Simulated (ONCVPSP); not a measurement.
**Hf: excitation energies, all-electron against ONCV**

```
Element                 : hafnium (Hf)
Generator               : ONCVPSP 4.0.1
Type                    : optimised norm-conserving Vanderbilt (ONCV)
Functional              : PBEsol
Relativity              : fully relativistic
Frozen core             : [Kr] 4d10
Valence charge          : 26
Reference configuration : 4f14 5s2 5p6 5d2 6s1 6p1
Partial waves           : 5s+6s: rc 2.00 bohr, ncon 5, nbas 9, qcut 5.5 1/bohr, 3 projectors, debl 3 Ha; 5p+6p: rc 2.45 bohr, ncon 3, nbas 7, qcut 5.4 1/bohr, 3 projectors, debl 1.8 Ha; 5d: rc 3.20 bohr, ncon 5, nbas 10, qcut 4.7 1/bohr, 2 projectors, debl 3.7 Ha; 4f: rc 1.15 bohr, ncon 3, nbas 8, qcut 12.8 1/bohr, 2 projectors, debl 0.8 Ha
Local potential         : polynomial inside 1.05 bohr (lpopt 1, dvloc0 0 Ha)
Core correction         : Teter function, fcfact 4.25, rcfact 1.55
```

Open shells are filled in proportion to 2j + 1.

Energies are relative to the spin-unpolarised reference configuration 4f14 5s2 5p6 5d2 6s1 6p1; without spin polarisation the order of configurations can differ from experiment.

Question: Give the all-electron excitation energy and the error of the potential for: 4f14 5s2 5p6 5d2 6s2 6p0; 4f14 5s2 5p6 5d2 6s1 6p0; 4f14 5s2 5p6 5d2 6s0 6p0; 4f14 5s2 5p6 5d3 6s1 6p0.

Answer:

| valence configuration | charge | ΔE all-electron (eV) | error AE − PS (meV) |
| --- | --- | --- | --- |
| 4f14 5s2 5p6 5d2 6s2 6p0 | 0 | -3.835 | -1.0 |
| 4f14 5s2 5p6 5d2 6s1 6p0 | +1 | 4.177 | +0.4 |
| 4f14 5s2 5p6 5d2 6s0 6p0 | +2 | 18.341 | -3.8 |
| 4f14 5s2 5p6 5d3 6s1 6p0 | 0 | -1.245 | +7.2 |

Levels in the configuration 4f14 5s2 5p6 5d3 6s1 6p0:

```json
{"level": "4f j=7/2", "all-electron (eV)": "-14.662", "pseudo (eV)": "-14.741"}
{"level": "4f j=5/2", "all-electron (eV)": "-16.406", "pseudo (eV)": "-16.485"}
{"level": "5s j=1/2", "all-electron (eV)": "-65.494", "pseudo (eV)": "-65.551"}
{"level": "5p j=3/2", "all-electron (eV)": "-32.120", "pseudo (eV)": "-32.138"}
{"level": "5p j=1/2", "all-electron (eV)": "-39.857", "pseudo (eV)": "-39.885"}
{"level": "5d j=5/2", "all-electron (eV)": "-1.853", "pseudo (eV)": "-1.854"}
{"level": "5d j=3/2", "all-electron (eV)": "-2.255", "pseudo (eV)": "-2.260"}
{"level": "6s j=1/2", "all-electron (eV)": "-4.760", "pseudo (eV)": "-4.750"}
```
